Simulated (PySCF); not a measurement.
## Working out the ionisation energy of Cl⁺

Cl⁺ [Ne] 3s2 3p4 (3P) → Cl²⁺ [Ne] 3s2 3p3 (4S). Computed with PySCF 2.14 in x2c-QZVPPall with one added diffuse shell each of s, p, d, f type (10s7p5d3f1g, 86 functions), with scalar relativity by spin-free X2C-1e. Frozen: 1s2. Energies in hartree (1 hartree = 27.21139 eV):

```json
{"part": "UHF", "Cl⁺ (lower)": "-460.471767", "Cl²⁺ (upper)": "-459.642057"}
{"part": "MP2 opposite-spin", "Cl⁺ (lower)": "-0.231588", "Cl²⁺ (upper)": "-0.201633"}
{"part": "MP2 same-spin", "Cl⁺ (lower)": "-0.087644", "Cl²⁺ (upper)": "-0.084257"}
```

Q: What does Hartree-Fock give?

A: (-459.642057) − (-460.471767) = 0.829710 hartree = 22.578 eV.

Q: What do MP2 and SCS-MP2 (6/5 opposite-spin, 1/3 same-spin) give?

A: The opposite-spin parts differ by 0.815 eV and the same-spin parts by 0.092 eV. MP2: 22.578 + (0.815) + (0.092) = 23.485 eV. SCS-MP2: 22.578 + 1.2 × (0.815) + (0.092)/3 = 23.587 eV.

Measured between the centres of the two terms (NIST): 23.771 eV, so MP2 (valence and next inner shell) is off by -0.286 eV.

What remains against the reference includes basis incompleteness, the frozen core and correlation beyond second order.
